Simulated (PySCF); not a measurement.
Cards and structures have been mixed up. Pair them.

Structures:
1. `COCCOC`
2. `FC(F)(F)C1=CC=CC=N1`
3. `O=[Si]=O`
4. `[SiH3]C[C@@H]1CCOCO1`

Card P (geometry PBE0-D3(BJ)/def2-SVP):
- Rotational constants A, B, C: 3.973, 0.976, 0.826 GHz
- Static isotropic polarisability (B3LYP/def2-SVPD): 95.7 au
- Point group: C1
- Dipole moment (B3LYP/def2-SVPD): 2.18 D
- Strongest line among the 6 lowest singlet transitions (TDDFT B3LYP/def2-SVPD): S5 at 7.61 eV (163 nm, f = 0.028)

Card Q (geometry GFN2-xTB):
* Rotational constants A, B, C: 2.922, 0.976, 0.838 GHz
* Static isotropic polarisability (PBE0/def2-SVPD): 74.9 au
* Isotropic shieldings of nuclei other than C and H, by class (GIAO PBE0/pcSseg-1): -85 (1 N), 251 (3 F) ppm
* Strongest line among the 8 lowest singlet transitions (TDDFT PBE0/def2-SVPD): S5 at 7.39 eV (168 nm, f = 0.483)
* Largest of the computed one-bond spin–spin couplings (means over like bonds) (B3LYP/pcJ-1, spin–dipole term left out for some pairs): 19F–13C -340.0 (×3), 13C–1H +186.8, 13C–1H +172.7, 13C–1H +169.5, 13C–1H +169.2 Hz
* 13C chemical shifts (computed TMS as zero) by class (GIAO PBE0/pcSseg-1): 155.8 (1 C), 154.8 (1 C), 143.2 (1 C), 131.7 (1 C), 131.1 (1 C), 128.6 (1 C) ppm

Card R (geometry PBE0-D3(BJ)/def2-SVP):
* Rotational constant B (linear): 6.852 GHz
* Static isotropic polarisability (B3LYP/def2-SVPD): 29.9 au
* Isotropic shieldings of nuclei other than C and H, by class (GIAO PBE0/pcSseg-1): 176 (2 O), 330 (1 Si) ppm
* Strongest line among the 10 lowest singlet transitions (TDDFT B3LYP/def2-SVPD): S3/S4 at 5.72 eV (217 nm, f = 0.139 summed over these states)
* Vertical ionisation energy (ΔSCF B3LYP/def2-SVPD): 12.58 eV
* Dipole moment (B3LYP/def2-SVPD): 0.00 D
* Point group: D∞h

Card S (geometry GFN2-xTB):
* Rotational constants A, B, C: 11.771, 1.452, 1.374 GHz
* Static isotropic polarisability (PBE0/def2-SVPD): 61.4 au
* Lowest singlet excitation (TDDFT PBE0/def2-SVPD): 7.00 eV (177 nm, f = 0.019)
* Dipole moment (PBE0/def2-SVPD): 1.86 D
* Lowest triplet excitation (Tamm–Dancoff) (TDA PBE0/def2-SVPD): 6.84 eV

All species are isolated and taken at one optimised geometry, non-relativistic unless stated; the electronic structure was computed with PySCF and density fitting. NMR classes are plain means over equivalent atoms (diastereotopic ones count apart unless rotation or inversion swaps them), as if these changed places fast.

**Question.** Which card belongs to which structure?

**Answer.** P = 4, Q = 2, R = 3, S = 1. What ties each card to its structure:
- 1 (card S), C4H10O2, monoisotopic mass 90.1 u, 6 heavy atoms: an asymmetric top with C = 1.374 GHz; polarisability 61.4 au for 50 electrons; dipole 1.86 D.
- 2 (card Q), C6H4F3N, monoisotopic mass 147.0 u, 10 heavy atoms: 6 C in 6 classes; the least shielded carbon (155.8 ppm) is a substituted aromatic carbon; an asymmetric top with C = 0.838 GHz; polarisability 74.9 au for 74 electrons.
- 3 (card R), SiO2, monoisotopic mass 60.0 u, 3 heavy atoms: point group D∞h; a linear rotor with B = 6.852 GHz, the highest such constant on the cards; polarisability 29.9 au for 30 electrons; a dipole under 0.05 D.
- 4 (card P), C5H12O2Si, monoisotopic mass 132.1 u, 8 heavy atoms: an asymmetric top with C = 0.826 GHz, the lowest such constant on the cards; polarisability 95.7 au for 72 electrons; dipole 2.18 D.
